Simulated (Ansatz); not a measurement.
This geometry of AsH$_{5}$Si (7 atoms, charge 0, multiplicity 1) is a first-order saddle point.

Computed with Ansatz 0.2.0, RKS BLYP-D4/def2-SVP.

```xyz
7
Properties=species:S:1:pos:R:3
Si -0.535 -0.526 -0.485
As 1.221 0.144 1.052
H -1.878 -0.039 -0.024
H -0.563 -2.026 -0.526
H -0.271 -0.018 -1.871
H 0.318 1.193 1.736
H 1.769 1.205 0.073
```

Problem. Which two structures does it join? (They come from a converged band through this point; their orientation in space is the band's.)

Solution. No bond is made or broken. The dihedral H3–Si1–As2–H7 goes from -167 to -46°. The two ends are copies of one structure, up to a mirror image or an exchange of like atoms.

First end point:

```xyz
7
Properties=species:S:1:pos:R:3
Si -0.592 -0.496 -0.423
As 0.968 0.236 1.267
H -1.949 -0.606 0.208
H -0.167 -1.856 -0.895
H -0.675 0.427 -1.603
H 0.430 1.684 1.199
H 2.046 0.543 0.202
```

Last end point:

```xyz
7
Properties=species:S:1:pos:R:3
Si -0.467 -0.481 -0.575
As 1.415 0.297 0.719
H -1.734 0.277 -0.307
H -0.688 -1.930 -0.256
H -0.119 -0.354 -2.028
H 0.567 0.352 2.010
H 1.088 1.771 0.391
```

Problem. How far does it lie above each of them?

Solution. 5.0 kJ/mol above the first and 4.9 kJ/mol above the second. This is the barrier of this one path; another mechanism may lie lower.

Time of the run: 24 s on 1 thread of Intel(R) Xeon(R) 6975P-C (Granite Rapids), with other jobs on the host, peak memory 0.16 GiB.
